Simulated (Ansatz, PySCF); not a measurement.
Species: sum formula SiN2H6 (charge 0, singlet). SMILES: N[SiH2]N
Structure (B3LYP-D3(BJ)/def2-TZVP (Ansatz, an electronic-structure program) minimum search):
```xyz
9

Si     0.0195    -0.4378    -0.1029
N      1.3660     0.5720    -0.4677
N     -1.3998     0.1869     0.6462
H      0.5367    -1.4591     0.8334
H     -0.4283    -0.9755    -1.4059
H      1.9937     0.8943     0.2518
H      1.3509     1.2078    -1.2495
H     -1.4228     0.4074     1.6293
H     -2.0665     0.7416     0.1328
```
Charge 0, spin multiplicity 1.

Wanted: vertical ionisation energy (to the doublet state of charge +1; each state is the SCF solution reached for its spin; the UHF <S^2> is 0.87 for the doublet (pure: 0.75); for the doublet the Hartree-Fock reference is unstable and T1 is 0.024), in eV. Correlated levels leave the core frozen unless marked. UHF or UKS for open shells. Spin-orbit coupling is left out. Non-relativistic.  The program attaches cautions to a run behind CCSD/aug-cc-pV(D+d)Z: other roots. The program attaches cautions to a run behind CCSD/aug-cc-pV(T+d)Z: other roots. The program attaches cautions to a run behind CCSD(T)/aug-cc-pV(D+d)Z: other roots. The program attaches cautions to a run behind CCSD(T)/aug-cc-pV(T+d)Z: other roots.

| level | program | vertical ionisation energy (eV) |
|---|---|---|
| HF/aug-cc-pV(Q+d)Z | Ansatz | 8.44 |
| RI-HF/aug-cc-pV(T+d)Z | Ansatz | 8.44 |
| SVWN5/def2-TZVPD | Ansatz | 9.20 |
| PBE/def2-TZVPD | Ansatz | 8.95 |
| r2SCAN/def2-TZVPD | Ansatz | 8.99 |
| B3LYP/def2-TZVPD | Ansatz | 9.21 |
| PBE0/def2-TZVPD | Ansatz | 9.20 |
| BHLYP/def2-TZVPD | Ansatz | 9.31 |
| CAM-B3LYP/def2-TZVPD | Ansatz | 9.46 |
| wB97M-V/def2-TZVPD | Ansatz | 9.54 |
| wB97X-V/def2-TZVPD | Ansatz | 9.54 |
| B2PLYP/def2-TZVPD | Ansatz | 9.33 |
| RI-MP2/aug-cc-pV(T+d)Z | Ansatz | 9.99 |
| RI-MP2/aug-cc-pV(Q+d)Z | Ansatz | 10.05 |
| CCSD/aug-cc-pV(D+d)Z | Ansatz | 9.39 |
| CCSD/aug-cc-pV(T+d)Z | Ansatz | 9.55 |
| CCSD(T)/aug-cc-pV(D+d)Z | Ansatz | 9.37 |
| CCSD(T)/aug-cc-pV(T+d)Z | Ansatz | 9.54 |

For comparison, minus the highest occupied orbital energy (PySCF): 6.25 eV at TPSSh/def2-TZVPD, 5.93 eV at r2SCAN/def2-TZVPD, 8.49 eV at M06-2X/def2-TZVPD.
